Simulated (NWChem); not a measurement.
System: SnH2, singlet; SMILES [SnH2]

Input file for NWChem:

```
start job
memory heap 200 mb stack 900 mb global 1100 mb
geometry units angstroms noautoz
  Sn     0.000000     0.000000     0.019422
  H      0.000000    -1.261879    -1.237156
  H      0.000000     1.261879    -1.237156
end
basis spherical
  * library def2-svp
end
ecp
  Sn library def2-ecp
end
dft
  xc pw6b95
  iterations 150
  mulliken
end
task dft energy
```

Output (shortened):

```
             Northwest Computational Chemistry Package (NWChem) 7.3.0
             --------------------------------------------------------

 C2V symmetry detected

                             Geometry "geometry" -> ""
                             -------------------------

 Output coordinates in angstroms (scale by  1.889725989 to convert to a.u.)

  No.       Tag          Charge          X              Y              Z
 ---- ---------------- ---------- -------------- -------------- --------------
    1 Sn                  50.0000     0.00000000     0.00000000     0.04832992
    2 H                    1.0000     1.26187900     0.00000000    -1.20824808
    3 H                    1.0000    -1.26187900     0.00000000    -1.20824808

 Effective nuclear repulsion energy (a.u.)      29.9250152805

      Symmetry information
      --------------------

 Group name             C2v
 Group number             16
 Group order               4
 No. of unique centers     2

                                 NWChem DFT Module
                                 -----------------

 Summary of "ao basis" -> "ao basis" (spherical)
 ------------------------------------------------------------------------------
       Tag                 Description            Shells   Functions and Types
 ---------------- ------------------------------  ------  ---------------------
 Sn                         def2-svp                10       26   4s4p2d
 H                          def2-svp                 3        5   2s1p

      Symmetry analysis of basis
      --------------------------

        a1         16
        a2          3
        b1         10
        b2          7

            General Information
            -------------------
          SCF calculation type: DFT
          Wavefunction type:  closed shell.
          No. of atoms     :     3
          No. of electrons :    24
           Alpha electrons :    12
            Beta electrons :    12
          Charge           :     0
          Spin multiplicity:     1
          Use of symmetry is: on ; symmetry adaption is: on
          Maximum number of iterations: 150
          AO basis - number of functions:    36
                     number of shells:    16
          Convergence on energy requested:  1.00D-06
          Convergence on density requested:  1.00D-05
          Convergence on gradient requested:  5.00D-04

              XC Information
              --------------
                       PW6B95 Method XC Functional
                     Hartree-Fock (Exact) Exchange  0.280
                    PW6B95 GGA Exchange Functional  0.720
                      PW6B95 Correlation Potential  1.000

             Grid Information
             ----------------
          Grid used for XC integration:  medium
          Radial quadrature: Mura-Knowles
          Angular quadrature: Lebedev.
          Tag              B.-S. Rad. Rad. Pts. Rad. Cut. Ang. Pts.
          ---              ---------- --------- --------- ---------
          Sn                  1.45      123           8.0       590
          H                   0.35       45           8.0       434
          Grid pruning is: on
          Number of quadrature shells:   168
          Spatial weights used:  Erf1

      Superposition of Atomic Density Guess
      -------------------------------------

 Sum of atomic energies:        -250.09430103

      Non-variational initial energy
      ------------------------------

 Total energy =    -214.213819
 1-e energy   =    -403.399972
 2-e energy   =     175.901726
 HOMO         =      -0.227123
 LUMO         =      -0.080562

      Symmetry analysis of molecular orbitals - initial
      -------------------------------------------------

  Numbering of irreducible representations:

     1 a1          2 a2          3 b1          4 b2

  Orbital symmetries:

     1 a1          2 b1          3 a1          4 b2          5 b1
     6 a1          7 a1          8 a2          9 b2         10 a1
    11 b1         12 a1         13 b2         14 b1         15 a1
    16 a1         17 b1         18 a1         19 b2         20 a1
    21 a2         22 b2

     ---------------------------------------------
      Total Density - Mulliken Population Analysis
     ---------------------------------------------

    Atom       Charge   Shell Charges
 -----------   ------   -------------------------------------------------------
    1 Sn  22    21.52   1.60  0.43  1.18  0.66  3.26  2.73  0.87  0.75  9.77  0.28
    2 H    1     1.24   0.69  0.54  0.01
    3 H    1     1.24   0.69  0.54  0.01

   convergence    iter        energy       DeltaE   RMS-Dens  Diis-err
 ---------------- ----- ----------------- --------- --------- ---------
 d= 0,ls=0.0,diis     1   -215.5694848860 -2.29D+02  1.90D-02  3.81D-02
 d= 0,ls=0.0,diis     2   -215.5795198588 -1.00D-02  4.78D-03  8.00D-03
 d= 0,ls=0.0,diis     3   -215.5811556263 -1.64D-03  9.58D-04  1.21D-03
 d= 0,ls=0.0,diis     4   -215.5813009422 -1.45D-04  1.02D-04  2.80D-06
 d= 0,ls=0.0,diis     5   -215.5813014337 -4.92D-07  1.41D-05  1.57D-07
 d= 0,ls=0.0,diis     6   -215.5813014611 -2.74D-08  2.65D-06  6.84D-09

         Total DFT energy =     -215.581301461094
      One electron energy =     -403.979889153351
           Coulomb energy =      194.000393504684
    Exchange-Corr. energy =      -18.886232375392
 Nuclear repulsion energy =       13.284426562965

 Numeric. integr. density =       24.000015116682

                  Occupations of the irreducible representations
                  ----------------------------------------------

                     irrep           alpha         beta
                     --------     --------     --------
                     a1                6.0          6.0
                     a2                1.0          1.0
                     b1                3.0          3.0
                     b2                2.0          2.0

                       DFT Final Molecular Orbital Analysis
                       ------------------------------------

 Vector   10  Occ=2.000000D+00  E=-4.882037D-01  Symmetry=a1
              MO Center= -2.6D-16, -3.8D-17, -4.3D-01, r^2= 2.0D+00
   Bfn.  Coefficient  Atom+Function         Bfn.  Coefficient  Atom+Function
  ----- ------------  ---------------      ----- ------------  ---------------
     3      0.742954  1 Sn s                  2     -0.294225  1 Sn s
     1     -0.260485  1 Sn s                  4      0.206746  1 Sn s
    27      0.182266  2 H  s                 32      0.182266  3 H  s
    13     -0.094122  1 Sn pz                28      0.066973  2 H  s
    33      0.066973  3 H  s                 10      0.034279  1 Sn pz

 Vector   11  Occ=2.000000D+00  E=-3.014124D-01  Symmetry=b1
              MO Center= -3.1D-15, -1.9D-16, -7.9D-01, r^2= 2.7D+00
   Bfn.  Coefficient  Atom+Function         Bfn.  Coefficient  Atom+Function
  ----- ------------  ---------------      ----- ------------  ---------------
    11      0.360764  1 Sn px                27      0.307110  2 H  s
    32     -0.307110  3 H  s                 28      0.219165  2 H  s
    33     -0.219165  3 H  s                 14      0.169621  1 Sn px
     8     -0.123729  1 Sn px                20     -0.122577  1 Sn d  1
     5     -0.116218  1 Sn px                25      0.056350  1 Sn d  1

 Vector   12  Occ=2.000000D+00  E=-2.434228D-01  Symmetry=a1
              MO Center=  2.2D-15, -3.2D-16,  5.8D-02, r^2= 3.1D+00
   Bfn.  Coefficient  Atom+Function         Bfn.  Coefficient  Atom+Function
  ----- ------------  ---------------      ----- ------------  ---------------
     3      0.428079  1 Sn s                 13      0.400902  1 Sn pz
     4      0.301368  1 Sn s                 16      0.269838  1 Sn pz
    27     -0.217334  2 H  s                 32     -0.217334  3 H  s
    28     -0.188741  2 H  s                 33     -0.188741  3 H  s
     2     -0.165295  1 Sn s                  1     -0.137367  1 Sn s

 Vector   13  Occ=0.000000D+00  E=-1.062047D-01  Symmetry=b2
              MO Center= -1.2D-15,  5.7D-15,  2.5D-02, r^2= 3.4D+00
   Bfn.  Coefficient  Atom+Function         Bfn.  Coefficient  Atom+Function
  ----- ------------  ---------------      ----- ------------  ---------------
    15      0.609913  1 Sn py                12      0.522319  1 Sn py
     9     -0.171538  1 Sn py                 6     -0.160466  1 Sn py

 Vector   14  Occ=0.000000D+00  E= 2.378621D-02  Symmetry=b1
              MO Center=  5.1D-15, -8.8D-16,  1.2D-01, r^2= 4.7D+00
   Bfn.  Coefficient  Atom+Function         Bfn.  Coefficient  Atom+Function
  ----- ------------  ---------------      ----- ------------  ---------------
    14      1.096716  1 Sn px                28     -0.755502  2 H  s
    33      0.755502  3 H  s                 11      0.345322  1 Sn px
    27     -0.193482  2 H  s                 32      0.193482  3 H  s
    20      0.143288  1 Sn d  1               8     -0.108199  1 Sn px
     5     -0.100728  1 Sn px                25     -0.055978  1 Sn d  1

 Vector   15  Occ=0.000000D+00  E= 6.572025D-02  Symmetry=a1
              MO Center=  1.4D-14, -6.2D-16, -8.2D-02, r^2= 4.9D+00
   Bfn.  Coefficient  Atom+Function         Bfn.  Coefficient  Atom+Function
  ----- ------------  ---------------      ----- ------------  ---------------
    16      1.196067  1 Sn pz                28      1.025116  2 H  s
    33      1.025116  3 H  s                  3     -0.710095  1 Sn s
     4     -0.656030  1 Sn s                 13      0.292379  1 Sn pz
     2      0.206624  1 Sn s                 27      0.170798  2 H  s
    32      0.170798  3 H  s                  1      0.155178  1 Sn s

     ---------------------------------------------
      Total Density - Mulliken Population Analysis
     ---------------------------------------------

[...]
```

Level: PW6B95/def2-SVP with def2 effective core potentials on Sn. Low-valent species are run as closed-shell singlets; no triplet was tried in these runs. The geometry was optimised at PBE0/def2-SVP. def2 effective core potentials on Sn; no spin-orbit coupling.
